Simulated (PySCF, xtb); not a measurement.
Cr(O)2(F)2 anion (CrF2O2), SMILES [O]=[Cr](=[O])([F])[F] (connectivity only; charge and spin as stated), charge -1, multiplicity 2.

Harmonic wavenumbers (cm⁻¹) from GFN2-xTB in xtb at its own minimum, in rising order: 130, 208, 253, 294, 303, 413, 482, 872, 982.

What does PBE-D3(BJ)/def2-SVPD (PySCF 2.14.0) give at its own minimum? (Estimate from the structure and the level; the computed values follow.)

193, 209, 248, 264, 344, 612, 618, 967, 988. Paired by order, the mean absolute difference is 64 cm⁻¹ and the zero-point energies are 5.6 and 6.3 kcal/mol.
